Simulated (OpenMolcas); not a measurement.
Mo⁺: CASPT2 settings compared

| Item | Value |
| --- | --- |
| Program | OpenMolcas |
| Basis | ANO-R2 [7s5p4d2f1g] |
| Scalar Hamiltonian | X2C, finite nucleus |
| Active space | 5 electrons in 6 orbitals (4d 5s) |
| State averaging | 2S+1 = 6 even, 6 roots; 2S+1 = 4 even, 9 roots kept (CI in the orbitals of an earlier block, 0 in the spin-orbit step) |
| Spin-orbit coupling | state interaction with AMFI integrals over the reference wave functions, term energies averaged over their components |

Methods on the same reference wave functions:
A. CASSCF
B. SS-CASPT2, IPEA 0.35 Eh, real shift 0.15 Eh (closed shells correlated: 3d 4s 4p)
C. SS-CASPT2, IPEA 0.75 Eh, imaginary shift 0.15 Eh (closed shells correlated: none)
D. XMS-CASPT2, IPEA 0.3 Eh, imaginary shift 0.3 Eh (closed shells correlated: 4s 4p)

Energies in cm-1 above 4d5 6S 5/2, the measured ground level; measured values from NIST Handbook of Basic Atomic Spectroscopic Data.

```tsv
Level	A	B	C	D	Measured
4d5 6S 5/2	0.0	0.0	0.0	0.0	0.0
4d4 5s 6D 1/2	9283	11440	12120	11380	11783
4d4 5s 6D 3/2	9479	11640	12310	11570	12034
4d4 5s 6D 5/2	9806	11970	12640	11900	12417
4d4 5s 6D 7/2	10264	12420	13100	12360	12900
4d4 5s 6D 9/2	10852	13010	13690	12950	13461
```

Deviations, from unrounded energies. A percentage is the sum of absolute deviations over the sum of measured energies, with the sign that they share, or ± where signs differ.

```tsv
Against measurement	Levels	A	B	C	D
mean absolute deviation (cm-1)	5	2600	420	250	490
other configurations (%)	5	-20.6	-3.4	+2.0	-3.9
```

C lies closest to measurement on these levels and A furthest from it. The largest miss of C in the table is 4d4 5s 6D 1/2, by +340 cm-1. The ranking rests on the paired levels alone, and a cruder setting can come out closer through cancelling errors.

Among B to D the level of the table that moves most is 4d4 5s 6D 1/2, by 740 cm-1 (lowest in D, highest in C). Moves below CASPT2's spread within the term are not significant.

The lowest spin-free term lies below A's lowest term by 0.390 hartree in B, 0.063 hartree in C, 0.360 hartree in D.

Term energies are means over components that CASPT2 splits; among the terms shown or strongly mixed into the levels shown the widest spread is 40 cm-1 (4d4 5s 6D, D). Some high roots are left out of the spin-orbit mixing, which shifts the levels that they would mix with. A single d shell beside an s shell can misplace configurations of different d count against each other. Without dynamic correlation excited terms often stand tens of per cent too high (terms of higher spin than the ground term too low), and those without a measured partner can miss by more than the paired ones (holds for A). Measured partners are found by configuration, term and J. A level has none where our copy of the source lacks it or the pairing is in doubt (some pairs that miss far off the trend of their configuration count as doubtful), and it then counts in no deviation. Only configurations of the active space appear.
